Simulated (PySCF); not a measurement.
Gas-phase equilibrium of 1 mol H₂S, 4.5 mol SO₂ at 1600 K and 1.01 bar, among 21 species (S₂O, SO₂, O₂, O, S₂, S₆, HO₂, H₂S₂, H₂O, H, H₂O₂, H₂S, O₃, SO, SH, H₂, S₈, S, SO₃, H₂SO₄, OH). Only gases are allowed; each row takes one source of thermochemistry for all species, and Cantera finds the minimum.

Method: PySCF energies (xtb for GFN2) plus ideal-gas RRHO corrections (1 bar). † marks an energy on the PBE0/def2-TZVP geometry and frequencies; other levels use their own. Open shells (unrestricted) among the columns below: O₂ (multiplicity 3), S₂ (multiplicity 3), SO (multiplicity 3); the rest are closed-shell singlets. GFN2 has no spin-polarisation term. The harmonic model lacks anharmonicity and excited electronic states, which grow with temperature; levels with a mode under 35 cm⁻¹ are left out.

Molecules larger than those listed are left out.

Mole fractions:

| thermochemistry | x SO₂ | x H₂O | x SO | x S₂ | x H₂ | x S₂O | x H₂S | x O₂ |
|---|---|---|---|---|---|---|---|---|
| GFN2-xTB | 0.71 | 0.12 | 0.00011 | 0.093 | 0.029 | 0.020 | 0.019 | <1e-12 |
| M06-2X/def2-TZVP† | 0.69 | 0.17 | 0.018 | 0.12 | 0.0048 | 0.0020 | 0.0026 | 5.8e-7 |
| PBE/def2-SVP | 0.66 | 0.17 | 0.058 | 0.11 | 0.0034 | 0.0044 | 0.0020 | 0.00039 |
| PBE0/def2-SVP† | 0.60 | 0.17 | 0.13 | 0.095 | 0.00023 | 0.00076 | 0.00030 | 0.0052 |
| r2SCAN/def2-TZVP† | 0.68 | 0.15 | 0.026 | 0.11 | 0.015 | 0.0034 | 0.0040 | 1.0e-6 |
The most sensitive of these is O₂: it spans a factor of 10^9.7 over these rows; at this temperature one factor of ten is RT ln 10 = 31 kJ/mol.
